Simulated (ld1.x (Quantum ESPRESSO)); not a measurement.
# Varying the TM potential for magnesium (Mg)

Base potential:

ld1.x (Quantum ESPRESSO) 7.5 input, shortened:

```
&input
   title='Mg', zed=12., rel=0, dft='PBE', iswitch=3,
   config='[Ne] 3s2 3p0 3d-2'
 /
 &inputp
   pseudotype=2, tm=.true., lloc=0,
   nlcc=.false.
 /
3
3P  2  1   0.00   0.00  3.25  3.25  0.0
3D  3  2  -2.00   0.20  3.35  3.35  0.0
3S  1  0   2.00   0.00  2.20  2.20  0.0
 &test
   configts(1)='3s2 3p0'
 /
```

Cutoffs, loose and tight: the cutoffs (Ry, on a coarse ladder) from which the occupation-weighted sum of valence levels, in a spherical-Bessel basis at the reference potential, stays within 10 and 1 mRy of its value at 400 Ry. They do not see the model core or the augmentation charge, which bear on the density cutoff. Test errors are all-electron minus pseudo excitation energies from the reference, over the configurations 3s1 3p0; 3s1.5 3p0; 3s1 3p1; 3s0 3p1; 3s0 3p2. A dash means not determined; rows that change the core or the reference have their own tests.

```csv
change,outcome,"cutoff, loose","cutoff, tight",bound ghosts,largest test error (meV)
base,generated,6 Ry,18 Ry,none,+139
wave 3d channel at 0.2 Ry: rc 3.35 bohr becomes 3d channel at 0.2 Ry: rc 2.56 bohr,generated,6 Ry,18 Ry,none,+139
type TM semilocal; local potential the p channel,generated,6 Ry,18 Ry,none,+110
core correction a·sin(br)/r model core inside 2.34 bohr,generated,6 Ry,18 Ry,none,+91
functional BLYP,generated,8 Ry,18 Ry,none,+187
wave 3p (bound): rc 3.25 bohr becomes 3p (bound): rc 3.22 bohr,generated,6 Ry,18 Ry,none,+137
scalar-relativistic,generated,8 Ry,18 Ry,none,+169
"all radii scaled by about 0.86 (s 1.90, p 2.80, d 2.90 bohr)",generated,6 Ry,18 Ry,none,+133
wave 3d channel at 0.2 Ry: rc 3.35 bohr becomes 3d channel at 5.74 Ry: rc 3.35 bohr,generated,6 Ry,18 Ry,none,+139
wave 3d channel at 0.2 Ry: rc 3.35 bohr becomes 3d channel at 0.32 Ry: rc 3.35 bohr,generated,6 Ry,18 Ry,none,+139
local potential all-electron potential smoothed inside 3.30 bohr (lloc = -1),generated,6 Ry,18 Ry,none,+110
```

**Question.** What comes out with this change to the base: wave 3s (bound): rc 2.20 bohr becomes 3s (bound): rc 2.94 bohr?

**Answer.** outcome: generated; cutoff, loose: 6 Ry; cutoff, tight: 12 Ry; bound ghosts: none; largest test error (meV): +109.
